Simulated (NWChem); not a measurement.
Molecule: SiHOBrF2; SMILES O[Si](F)(F)Br

```xyz
6

O      1.5754    -1.2833    -0.0089
Si     0.0249    -0.7952    -0.0003
F     -0.7567    -1.3641     1.2799
F     -0.7711    -1.3631    -1.2720
Br    -0.0275     1.3764     0.0003
H      1.7614    -2.2281    -0.0050
```
Atoms are numbered in this order, from 1.

All runs: NWChem. Pople sets run with spherical d functions. Structure relaxed at the PBE0/def2-SVP level. LC-ωPBE (HJS hole) with 6-31G*; x = 1 − exp(−ω/0.25 bohr⁻¹) is a scale chosen for this fit.

```csv
row,x,−ε(HOMO) (eV)
ω = 0.15,0.451,9.82
ω = 0.20,0.551,10.38
ω = 0.25,0.632,withheld
ω = 0.40,0.798,11.90
```

**Question.** Fit a straight line of the last column on the one before it, predict the withheld value, and compare with the run.

**Answer.** 
1. Means of the 3 shown rows: x = 0.6000, y = 10.700. Slope Σ(x − x̄)(y − ȳ)/Σ(x − x̄)² = 0.3844/0.06381 = 6.025; intercept 7.085.
2. The shown rows scatter about the line by 0.018 (root mean square); the largest residual is -0.02, at ω = 0.20.
3. At x = 0.632 (ω = 0.25; inside the shown range) the line gives 10.89.
4. The run gives 10.86, -0.03 from the line.
